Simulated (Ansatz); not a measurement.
All numbers were calculated with Ansatz.

Basis-set series for CH₄FGeIn (`[F][GeH]1[CH2][InH]1`). The species carries charge 0 and has multiplicity 1. In: def2 effective core potential. The structure was optimised at the PBE0-D4/def2-TZVP level.

| functional | basis | functions | energy (Eh) | HOMO (eV) | LUMO (eV) |
| --- | --- | --- | --- | --- | --- |
| PBE0-D4 | def2-SVP | 106 | -2406.68192 | -5.99 | -2.27 |
| PBE0-D4 | def2-TZVPP | 216 | -2407.12590 | -6.05 | -2.32 |
| ωB97M-V | def2-SVP | 106 | -2406.85846 | -7.91 | -0.63 |
| ωB97M-V | def2-TZVPP | 216 | -2407.30712 | -8.00 | -0.74 |

(1) Give the rows for def2-QZVPP. (Best estimate.)

Results:

(1) The calculation gave: 
```csv
functional,basis,functions,energy (Eh),HOMO (eV),LUMO (eV)
PBE0-D4,def2-QZVPP,405,-2407.18063,-6.07,-2.33
ωB97M-V,def2-QZVPP,405,-2407.36010,-8.02,-0.77
```

Scalar relativity is left out up to krypton.
